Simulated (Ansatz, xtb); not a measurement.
# Relative energy of two isomers of C6H9FO

We compare a, `C[C@@H]1C=C(F)O[C@@H]1C`, a singlet, with b, `C[C@]1(F)CC=COC1`, a singlet. Both are isolated molecules in the gas phase, relaxed with r2SCAN-D4/def2-SVP; the shapes shown needn't be the lowest conformers.

a (Å):

| atom | x (Å) | y (Å) | z (Å) |
| --- | --- | --- | --- |
| C | 0.1614 | -2.8230 | 0.4082 |
| C | -0.4479 | -1.5691 | 1.0430 |
| C | -1.6216 | -1.0381 | 0.2469 |
| C | -1.1698 | 0.0352 | -0.4175 |
| C | 0.4661 | -0.3099 | 1.0390 |
| C | 1.9600 | -0.5099 | 1.0258 |
| F | -1.7742 | 0.7691 | -1.3263 |
| O | 0.0795 | 0.4439 | -0.1518 |
| H | 1.0265 | -3.1977 | 0.9795 |
| H | 0.4851 | -2.6245 | -0.6262 |
| H | -0.5888 | -3.6281 | 0.3706 |
| H | -0.7168 | -1.7974 | 2.0902 |
| H | -2.5889 | -1.5164 | 0.1056 |
| H | 0.1705 | 0.3263 | 1.8948 |
| H | 2.2770 | -1.0990 | 0.1530 |
| H | 2.2787 | -1.0356 | 1.9391 |
| H | 2.4733 | 0.4623 | 0.9918 |

b (Å):

```
atom    x (Å)    y (Å)    z (Å)
   C   1.0826   0.4729   0.9497
   C   0.5833  -0.9546   0.8601
   C   1.6889  -1.9966   1.0079
   C   1.1962  -3.3518   0.5917
   C   0.0319  -3.5088  -0.0592
   C  -0.1980  -1.2049  -0.4251
   F  -0.3240  -1.1549   1.9106
   O  -0.7734  -2.5005  -0.4735
   H   1.7537   0.7134   0.1111
   H   0.2345   1.1741   0.9378
   H   1.6361   0.6161   1.8900
   H   2.0031  -1.9997   2.0666
   H   2.5751  -1.6824   0.4242
   H   1.7615  -4.2450   0.8689
   H  -0.3944  -4.4844  -0.3094
   H  -1.0337  -0.4943  -0.5050
   H   0.4776  -1.0654  -1.2920
```

Quicker runs give these differences E(b) − E(a): GFN2-xTB −0.1 kcal/mol; HF/STO-3G +5.4 kcal/mol (at GFN2-xTB geometries); r2SCAN-D4/def2-SVP//GFN2-xTB −3.3 kcal/mol.

Task: Estimate which is lower in electronic energy at CCSD(T)/def2-SVP + ΔMP2/def2-TZVPP, and by roughly how much.

Result: The CCSD(T)/def2-SVP + ΔMP2/def2-TZVPP calculation puts structure b lower, by 3.3 kcal/mol.

Level by level:

```
                             level            geometry  E(b) − E(a) (kcal/mol)  departure from the last row (kcal/mol)  job, with rough time for the two
                          GFN2-xTB            GFN2-xTB                      −0.1                                    +3.2              optimisation, 0.16 s
                         HF/STO-3G            GFN2-xTB                      +5.4                                    +8.7              single point, 0.48 s
      r2SCAN-D4/def2-SVP//GFN2-xTB            GFN2-xTB                      −3.3                                     0.0               single point, 4.2 s
                r2SCAN-D4/def2-SVP  r2SCAN-D4/def2-SVP                      −2.2                                    +1.1                optimisation, 53 s
                       HF/def2-SVP  r2SCAN-D4/def2-SVP                      −4.4                                    −1.1           part of the CCSD(T) run
                      MP2/def2-SVP  r2SCAN-D4/def2-SVP                      −1.3                                    +2.0           part of the CCSD(T) run
                  CCSD(T)/def2-SVP  r2SCAN-D4/def2-SVP                      −2.8                                    +0.6                      single point
CCSD(T)/def2-SVP + ΔMP2/def2-TZVPP  r2SCAN-D4/def2-SVP                      −3.3                                                     single point, 2.3 min
```

As drawn, both hold the same kinds of bond in the same numbers. Structure a has 2 methyl groups, b 1. Structure a has a 5-membered ring, b a 6-membered ring.

HF/STO-3G puts the two in the other order. GFN2-xTB finds them nearly level. The largest departure from CCSD(T)/def2-SVP + ΔMP2/def2-TZVPP is that of HF/STO-3G, 8.7 kcal/mol. The last row adds to CCSD(T) the change of the MP2 difference between the two basis sets, here −0.6 kcal/mol.

With thermal terms from frequencies at re-optimised GFN2-xTB minima (ideal gas, soft modes damped towards free rotors, one conformer each, 298.15 K, 1 atm): on the last row, ΔE + ΔZPE = −3.6, ΔH = −3.8, ΔG = −3.3 kcal/mol.

The correlated steps freeze 8 core orbitals. Codes used: Ansatz 0.2.0, xtb 6.7.1; the last row on 4 threads of Arm Neoverse V1 on a shared host.
